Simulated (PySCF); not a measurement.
A calculated (PBE0, PySCF 2.14, x2c-TZVPPall with one added diffuse shell each of s, p, d type, the spin-free X2C one-electron Hamiltonian (Gaussian nucleus)) atom or ion has these occupied shells.

```csv
shell,electrons,orbital energy (eV),"rms radius, mean of both spins (bohr)"
1s,2,-846.27,0.183
2s,2,-40.686,0.989
2p,6,-15.981,1.13
```

Q: Name the element and its charge.

A: Ne (neon, neutral), in [Ne], closed-shell 1S.
